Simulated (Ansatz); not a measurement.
Geometry optimisation, RKS revPBE/def2-SVP in Ansatz 0.2.0.

The input (input.yaml):

```yaml
crystal:
  periodic: [false, false, false]
  atoms:
    - { symbol: "N", position_ang: [-0.749, 0.9642, -0.1129] }
    - { symbol: C, position_ang: [0.0494, 0.0365, 0.5551] }
    - { symbol: B, position_ang: [0.6176, -0.9954, -0.5068] }
    - { symbol: I, position_ang: [-0.6163, -2.2873, -1.6615] }
    - { symbol: H, position_ang: [-0.1836, 1.6469, -0.6948] }
    - { symbol: H, position_ang: [-1.2586, 1.6117, 0.6067] }
    - { symbol: H, position_ang: [0.9119, 0.5618, 1.0831] }
    - { symbol: H, position_ang: [-0.40531, -0.53943, -0.84539] }
    - { symbol: H, position_ang: [1.824, -1.0791, -0.5834] }
basis:
  gaussian: { orbitals: def2-SVP }
hamiltonian:
  xc: revpbe
relax:
  f_tol: 0.02
  max_steps: 50
output:
  orbitals: {}
```

Command:

```bash
$ ansatz run input.yaml --threads 2 --pin off --max-ram 3072MiB --backend cpu --events-out ev --progress --plain --runs-dir out
```

**Question.** Where does it end, and by what steps?

**Answer.** The forces met the threshold. After 26 steps the energy has fallen by 4.365 eV; H8 moved furthest, 2.12 Å. Parted: B3–H8 (1.17 → 2.16 Å), I4–H8 (1.94 → 4.09 Å). Joined: C2–H8 (1.58 → 1.12 Å).

```
step  energy less start (eV)  largest force component (eV/Å)  accepted
   0                  0.0000                           3.724       yes
   1                 -1.1878                           1.684       yes
   2                 -1.6373                           0.980       yes
   3                 -1.9390                           1.159       yes
   4                 -2.2514                           1.048       yes
   5                 -2.6169                           1.005       yes
   6                 -3.0641                           1.301       yes
   7                 -3.5392                           1.016       yes
   8                 -3.7371                           2.034       yes
   9                 -3.9326                           1.471       yes
  10                 -4.0486                           1.043       yes
  11                 -4.1288                           1.047       yes
  12                 -4.1812                           0.764       yes
  13                 -4.2139                           1.049       yes
  14                 -4.2912                           0.593       yes
  15                 -4.3302                           0.357       yes
  16                 -4.3486                           0.198       yes
  17                 -4.3380                           0.574        no
  18                 -4.3337                           0.457        no
  19                 -4.3557                           0.165       yes
  20                 -4.3611                           0.049       yes
  21                 -4.3588                           0.358        no
  22                 -4.3634                           0.038       yes
  23                 -4.3647                           0.054       yes
  24                 -4.3643                           0.114        no
  25                 -4.3651                           0.027       yes
  26                 -4.3652                           0.010       yes
```

```xyz
9
Properties=species:S:1:pos:R:3
N -0.850 1.069 -0.398
C 0.420 0.379 -0.245
B 0.527 -1.166 -0.459
I -1.185 -2.466 -0.535
H -0.823 1.994 0.046
H -1.606 0.544 0.060
H 0.905 0.447 0.781
H 1.198 0.842 -0.902
H 1.605 -1.723 -0.507
```

Time of the run: 33 s on 2 threads of Intel(R) Xeon(R) Platinum 8488C (Sapphire Rapids), with other jobs on the host, peak memory 0.16 GiB.
